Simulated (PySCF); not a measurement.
Relaxation of singlet ClRuN

Level of theory: PySCF, PBE0, basis Ru def2-TZVP with ECP28, N def2-TZVP, Cl def2-TZVP (scalar-relativistic core potentials, no spin–orbit coupling, density fitting). A (50,194) grid was used.

A hand-made bent start, of Cs symmetry, held to at least that symmetry:

```xyz
3
charge 0 multiplicity 1, angstrom
Ru   -0.2930    0.0000   -0.3904
N    -1.7183    0.0000    0.6076
Cl    1.5419    0.0000    0.8944
```

Optimiser trace:
```tsv
step	E − E(last) (kJ/mol)	largest gradient (Eh/bohr)
0	119.27	0.13154
1	16.34	0.04125
2	8.86	0.02246
3	4.55	0.01615
4	1.02	0.00667
5	0.19	0.00537
6	0.02	0.00342
7	0.02	0.00160
8	0.00	0.00008
9	0.00	0.00001
```

It ends at Cs with Ru–Cl 2.277 Å, Ru–N 1.543 Å; Cl–Ru–N 140.3°. A frequency run shows a minimum. Other isomers or separated fragments may lie lower.

Final geometry:
```xyz
3
charge 0 multiplicity 1, angstrom
Ru   -0.3503    0.0000   -0.2453
N    -1.8258    0.0000    0.2068
Cl    1.7517    0.0000    0.6307
```
